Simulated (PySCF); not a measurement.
C2H6Se, charge +1, doublet, geometry from GFN2-xTB (a state made from the parent by changing its charge; the spin is typed, not shown lowest), with bond 9-3 at 1.6 times its length; DF-TPSS/6-311G** (PySCF).

PySCF was given this input:
```python
from pyscf import gto, scf, dft

mol = gto.Mole()
mol.atom = '''
    C     1.436470   -0.331923    0.772336
    Se    0.017764    0.164309   -0.425847
    C    -1.497411   -0.231766    0.688597
    H     1.393350   -1.403507    0.971916
    H     2.392745   -0.089717    0.313587
    H     1.333710    0.202497    1.716881
    H    -1.448497   -1.264247    1.034894
    H    -2.410755   -0.076873    0.118171
    H    -1.499748    0.822999    2.079217
'''
mol.basis = '6-311g**'
mol.charge = 1
mol.spin = 1
mol.verbose = 4
mol.build()

mf = dft.UKS(mol)
mf.xc = 'tpss'
mf.init_guess = 'huckel'
mf = mf.density_fit(auxbasis='def2-universal-jkfit')
mf.kernel()
mf.analyze()
```

### Question
Predict the main parts of the log of this PySCF run.

### Answer

```
PySCF version 2.14.0

[INPUT] verbose = 4
[INPUT] num. atoms = 9
[INPUT] num. electrons = 51
[INPUT] charge = 1
[INPUT] spin (= nelec alpha-beta = 2S) = 1
[INPUT] symmetry False subgroup None
[INPUT] Mole.unit = angstrom
[INPUT] Symbol           X                Y                Z      unit          X                Y                Z       unit  Magmom
[...]
nuclear repulsion = 185.649060531815
number of shells = 58
number of NR pGTOs = 194
number of NR cGTOs = 116
basis = 6-311g**
ecp = {}

******** <class 'pyscf.df.df_jk.DFUKS'> ********
method = DFUKS
initial guess = huckel
damping factor = 0
level_shift factor = 0
DIIS = <class 'pyscf.scf.diis.CDIIS'>
diis_start_cycle = 1
diis_space = 8
diis_damp = 0
SCF conv_tol = 1e-09
SCF conv_tol_grad = None
SCF max_cycles = 50
direct_scf = False
number electrons alpha = 26  beta = 25
XC library pyscf.dft.libxc version 7.1.2
    S. Lehtola, C. Steigemann, M. J. T. Oliveira, and M. A. L. Marques,  SoftwareX 7, 1–5 (2018)
XC functionals = tpss
    J. Tao, J. P. Perdew, V. N. Staroverov, and G. E. Scuseria,  Phys. Rev. Lett. 91, 146401 (2003)
    J. P. Perdew, J. Tao, V. N. Staroverov, and G. E. Scuseria,  J. Chem. Phys. 120, 6898 (2004)
    J. Tao, J. P. Perdew, V. N. Staroverov, and G. E. Scuseria,  Phys. Rev. Lett. 91, 146401 (2003)
    J. P. Perdew, J. Tao, V. N. Staroverov, and G. E. Scuseria,  J. Chem. Phys. 120, 6898 (2004)
radial grids:
    Treutler-Ahlrichs [JCP 102, 346 (1995); DOI:10.1063/1.469408] (M4) radial grids

becke partition: Becke, JCP 88, 2547 (1988); DOI:10.1063/1.454033
pruning grids: <function nwchem_prune>
grids dens level: 3
symmetrized grids: False
atomic radii adjust function: <function treutler_atomic_radii_adjust>
small_rho_cutoff = 0
Set gradient conv threshold to 3.16228e-05
Initial guess from on-the-fly Huckel, doi:10.1021/acs.jctc.8b01089.
Spherically averaged atomic HF for {'H', 'Se', 'C'}

******** <class 'pyscf.scf.atom_hf.AtomSphAverageRHF'> ********
method = AtomSphAverageRHF
initial guess = minao
damping factor = 0
level_shift factor = 0
DIIS = <class 'pyscf.scf.diis.CDIIS'>
diis_start_cycle = 1
diis_space = 8
diis_damp = 0
SCF conv_tol = 1e-09
SCF conv_tol_grad = None
SCF max_cycles = 50
direct_scf = True
direct_scf_tol = 1e-13
atom = C
Set gradient conv threshold to 3.16228e-05
Initial guess from minao.
init E= -37.2816343044044
cycle= 1 E= -37.3259062926095  delta_E= -0.0443  |g|=    0  |ddm|= 0.388
cycle= 2 E= -37.3303559057107  delta_E= -0.00445  |g|=    0  |ddm|= 0.172
[...]
converged SCF energy = -2480.92056105066  <S^2> = 0.7744093  2S+1 = 2.0242621
Total Energy =                       -2480.920561050659217
[...]
spin_pop of  3 H 2s        0.00019
spin_pop of  3 H 3s        0.00005
spin_pop of  3 H 2px      -0.00000
spin_pop of  3 H 2py       0.00004
spin_pop of  3 H 2pz      -0.00000
spin_pop of  4 H 1s        0.00067
spin_pop of  4 H 2s        0.00000
spin_pop of  4 H 3s       -0.00000
spin_pop of  4 H 2px       0.00001
spin_pop of  4 H 2py       0.00000
spin_pop of  4 H 2pz       0.00000
spin_pop of  5 H 1s        0.02313
spin_pop of  5 H 2s        0.00017
spin_pop of  5 H 3s        0.00003
spin_pop of  5 H 2px      -0.00000
spin_pop of  5 H 2py       0.00000
spin_pop of  5 H 2pz       0.00002
spin_pop of  6 H 1s        0.02103
spin_pop of  6 H 2s        0.00020
spin_pop of  6 H 3s        0.00002
spin_pop of  6 H 2px       0.00000
spin_pop of  6 H 2py       0.00003
spin_pop of  6 H 2pz      -0.00002
spin_pop of  7 H 1s        0.00217
spin_pop of  7 H 2s        0.00002
spin_pop of  7 H 3s       -0.00002
spin_pop of  7 H 2px       0.00001
spin_pop of  7 H 2py      -0.00001
spin_pop of  7 H 2pz      -0.00001
spin_pop of  8 H 1s        0.28127
spin_pop of  8 H 2s        0.00042
spin_pop of  8 H 3s        0.00035
spin_pop of  8 H 2px      -0.00001
spin_pop of  8 H 2py       0.00002
spin_pop of  8 H 2pz      -0.00001
 ** Mulliken Spin Density (per atom)  **
spin density of  0 C =     -0.01840
spin density of  1 Se =      0.80233
spin density of  2 C =     -0.13820
spin density of  3 H =      0.02476
spin density of  4 H =      0.00068
spin density of  5 H =      0.02334
spin density of  6 H =      0.02127
spin density of  7 H =      0.00217
spin density of  8 H =      0.28205
 ** Mulliken pop alpha/beta on meta-lowdin orthogonal AOs **
 ** Mulliken pop       alpha | beta **
In total            26.00000 | 25.00000
 ** Mulliken atomic charges   ( Nelec_alpha | Nelec_beta ) **
charge of  0C =     -0.40926  (     3.19543      3.21383 )
charge of  1Se =      0.72726  (    17.03754     16.23521 )
charge of  2C =     -0.34348  (     3.10264      3.24084 )
charge of  3H =      0.17152  (     0.42662      0.40186 )
charge of  4H =      0.17452  (     0.41308      0.41240 )
charge of  5H =      0.17149  (     0.42593      0.40259 )
charge of  6H =      0.17678  (     0.42224      0.40098 )
charge of  7H =      0.18026  (     0.41096      0.40879 )
charge of  8H =      0.15091  (     0.56557      0.28352 )

WARN: System has nonzero charge 1; the dipole moment is origin-dependent.
Location of origin: [0. 0. 0.]

Dipole moment(X, Y, Z, Debye): -0.43985, -0.54862,  2.11195
```
